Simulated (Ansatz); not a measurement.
`[OH][Ge][Br]` + HBr → `[Br][Ge][Br]` + H₂O at 600 K and 1 bar (ligand exchange at a Ge–O bond).

Calculated with Ansatz (gas phase, PBE0-D4/def2-TZVP geometries, no zero-point term in ΔE). CCSD(T)/CBS adds triple-zeta CCSD(T) − MP2 to the extrapolated MP2 energy (def2 sets, frozen cores). This one scheme is used for every species. For Br, Ge outer-core shells are correlated without core-valence functions, which leaves a few kJ/mol of doubt a bond. Scalar relativity is left out up to krypton. Each species was taken in one conformer, which may not be the lowest.

```json
{"species": "`[OH][Ge][Br]`", "CCSD(T)/CBS energy (Eh)": "-4725.27533", "H − E (kJ/mol)": "71.4", "S (J/(mol·K))": "350.0"}
{"species": "HBr", "CCSD(T)/CBS energy (Eh)": "-2573.91920", "H − E (kJ/mol)": "33.5", "S (J/(mol·K))": "219.1"}
{"species": "`[Br][Ge][Br]`", "CCSD(T)/CBS energy (Eh)": "-7222.82910", "H − E (kJ/mol)": "35.3", "S (J/(mol·K))": "358.3"}
{"species": "H₂O", "CCSD(T)/CBS energy (Eh)": "-76.37941", "H − E (kJ/mol)": "76.8", "S (J/(mol·K))": "212.8"}
```

H − E and S are ideal-gas, rigid-rotor, harmonic terms from PBE0-D4/def2-TZVP, for one conformer and one mirror image of each species. 1 Eh = 2625.50 kJ/mol, R = 8.31446 J/(mol·K).

**Question.** By hand: ΔE, ΔH, ΔS and ΔG.

**Answer.** ΔE = (-7222.82910) + (-76.37941) − (-4725.27533) − (-2573.91920) = -0.01398 Eh = -36.7 kJ/mol. Δ(H − E) = 35.3 + 76.8 − 71.4 − 33.5 = 7.2, so ΔH = -29.5 kJ/mol. ΔS = 358.3 + 212.8 − 350.0 − 219.1 = 2.0 J/(mol·K). ΔG = -29.5 − 600 × (2.0)/1000 = -30.7 kJ/mol.

**Question.** By hand: the equilibrium constant, and the temperature at which ΔG would vanish if ΔH and ΔS stayed fixed.

**Answer.** log₁₀ K = −ΔG/(RT ln 10) = 2.7. ΔH and −TΔS have one sign here, so there is no such temperature.

The number of gas molecules stays the same, so ΔS is small and ΔH decides. A doubt of 5 kJ/mol in ΔE shifts log₁₀ K by 0.4 here. Other conformers and mirror images would add mixing entropy, several J/(mol·K) or more a flexible species. These are equilibria of isolated gas molecules and say nothing of rates. Largest T1 diagnostic: 0.013 (customary marks: 0.02 for closed shells, 0.045 for open ones).

ΔS is within the doubt of such terms, so its sign, and with it that verdict, could turn.
